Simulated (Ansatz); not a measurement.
Cost and result for the atomization energy of `[OH][Al][Br]` radical (4 atoms, 3 bonds).

Cartesian coordinates in Å:
```
O -0.9941 0.1341 0.1819
Al 0.4737 -0.2418 -0.5770
Br 2.3676 0.0687 0.6360
H -1.8471 0.0390 -0.2409
```

The species carries charge 0 and has multiplicity 2. Correlated methods include outer-core shells of Br, which these sets cover unevenly. Scalar relativity is left out up to krypton. The geometry is a stationary point of PBE0-D4/def2-TZVP. It is one conformer, not always the lowest. Program: Ansatz. All runs use 2 threads of a server CPU on a shared host. Times are those of one run each, without the atoms' runs, and a repeat can differ threefold. Electronic energies, without spin–orbit coupling; frozen cores. CCSD(T)/CBS adds CCSD(T) − MP2 in def2-TZVPP to the MP2 limit, and its time is that of the two runs behind it. T1 = 0.012; ⟨S²⟩ of the reference is 0.75. With those shells the extrapolation isn't a true limit. HSE06 is the plane-wave form, built on full-range PBE exchange.

CCSD(T)/CBS is a level of theory with its own doubt, some kJ/mol a heavy atom from the limit and from the frozen cores, so smaller differences don't rank the functionals.

| level | functions | wall time | atomization (kJ/mol) | difference from CCSD(T)/CBS | per bond |
| --- | --- | --- | --- | --- | --- |
| LDA (SPW92)/def2-TZVPP | 135 | 1.7 s | 1440.3 | 180.7 | 60.2 |
| BLYP-D4/def2-TZVPP | 135 | 2.1 s | 1237.7 | -21.9 | -7.3 |
| revPBE-D4/def2-TZVPP | 135 | 2.2 s | 1229.8 | -29.8 | -9.9 |
| CAM-B3LYP-D4/def2-TZVPP | 135 | 3.5 s | 1238.1 | -21.5 | -7.2 |
| HSE06-D4/def2-TZVPP | 135 | 3.6 s | 1236.6 | -23.0 | -7.7 |
| CCSD(T)/def2-SVP | 69 | 3.9 s | 1139.7 | -119.9 | -40.0 |
| B2PLYP/def2-TZVPP | 135 | 4.6 s | 1228.8 | -30.8 | -10.3 |
| r2SCANh-D4/def2-TZVPP | 135 | 6.5 s | 1257.2 | -2.4 | -0.8 |
| B97M-V/def2-TZVPP | 135 | 10 s | 1245.7 | -13.9 | -4.6 |
| MP2/def2-QZVPP | 246 | 12 s | 1302.1 | 42.5 | 14.2 |
| ωB97M-V/def2-TZVPP (with forces) | 135 | 13 s | 1236.7 | -22.9 | -7.6 |
| CCSD(T)/def2-TZVPP | 135 | 61 s | 1209.4 | -50.2 | -16.8 |
| CCSD(T)/CBS(def2) | – | 73 s | 1259.6 | 0.0 | 0.0 |

From PBE to PBE0 (25 % exact exchange), in def2-TZVPP and without D4, the atomization energy moves by −33.7 kJ/mol: exact exchange takes away binding that semilocal exchange gives to molecules. At CCSD(T), def2-SVP lies −119.9 kJ/mol from the extrapolated value and def2-TZVPP −50.3 kJ/mol: correlation converges slowly with the basis, and small sets miss more of it in the bonded molecule than in its fragments. In def2-TZVPP, CCSD(T) changes the Hartree–Fock value by +318.8 kJ/mol (the triples alone add +25.7 kJ/mol) and MP2 by +381.6 kJ/mol; breaking electron pairs costs correlation energy, which Hartree–Fock lacks.
